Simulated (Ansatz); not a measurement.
System: GeIF, charge 0, singlet. GeIF (SMILES [I][Ge][F]).
B3LYP-D3(BJ)/def2-TZVP minimum from Ansatz (a program for electronic structure):
```xyz
3

Ge     0.5965     0.8194     1.0223
F      1.0875     2.0574    -0.1337
I     -0.5448    -0.8441    -0.5945
```

Total energies in hartree (Ansatz). Open shells are spin-unrestricted; no spin-orbit coupling. Correlated methods leave the cores frozen (noble-gas shells, and filled d and f shells in the p block). Past Kr the def2 sets carry scalar-relativistic core potentials. Spin-orbit terms, left out, reach several kcal/mol for Br and I, and more for heavier atoms.

```csv
species,HF/def2-TZVPP,CCSD(T)/def2-TZVPP,HF/def2-QZVPP,CCSD(T)/def2-QZVPP,CCSDT(Q)/def2-TZVPP
1: GeIF (SMILES [F][Ge][I]),-2471.59103,-2472.10863,-2471.63946,-2472.20856,-2472.11068
2: Ge (triplet),-2075.32100,-2075.38759,-2075.36298,-2075.43218,-2075.38813
3: F (doublet),-99.41180,-99.62506,-99.41589,-99.65118,-99.62536
4: I (doublet),-296.65857,-296.79430,-296.65973,-296.81374,-296.79495
```

Q: Work out the atomisation energy (electronic, to ground-state atoms) in kJ/mol: take Hartree-Fock from def2-QZVPP, extrapolate the CCSD(T) correlation energy as X^-3 (X = 3, 4), and add CCSDT(Q) - CCSD(T) in def2-TZVPP. 1 hartree = 2625.5 kJ/mol.

A: 
Species 1: correlation (64·(-0.56910) - 27·(-0.51760))/37 = -0.60668; step -0.00205; E1 = -2471.63946 + (-0.60668) + (-0.00205) = -2472.24819
Species 2: correlation (64·(-0.06920) - 27·(-0.06659))/37 = -0.07110; step -0.00054; E2 = -2075.36298 + (-0.07110) + (-0.00054) = -2075.43462
Species 3: correlation (64·(-0.23529) - 27·(-0.21326))/37 = -0.25137; step -0.00030; E3 = -99.41589 + (-0.25137) + (-0.00030) = -99.66756
Species 4: correlation (64·(-0.15401) - 27·(-0.13573))/37 = -0.16735; step -0.00065; E4 = -296.65973 + (-0.16735) + (-0.00065) = -296.82773
-1·E1 +1·E2 +1·E3 +1·E4 = 0.31828 hartree = 835.6 kJ/mol.
